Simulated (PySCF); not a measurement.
GeO2, SMILES [O]=[Ge]=[O]. The structure is a stationary point at TPSSh-D3(BJ)/def2-TZVP.

TDA-PBE/def2-SVPD (PySCF) puts the lowest singlet excitations at 3.90, 3.90, 5.25, 5.25, 5.65, 5.87 eV.

### Question
What are the lowest excitation roots from ADC(2)/aug-cc-pVDZ (PySCF)? (Estimate from the structure and the level; the computed values follow.)

### Answer
3.92, 3.92, 5.52, 5.52, 5.58, 5.61 eV. S1 differs by 0.01 eV (second minus first; roots are paired by order, and the bases may differ).
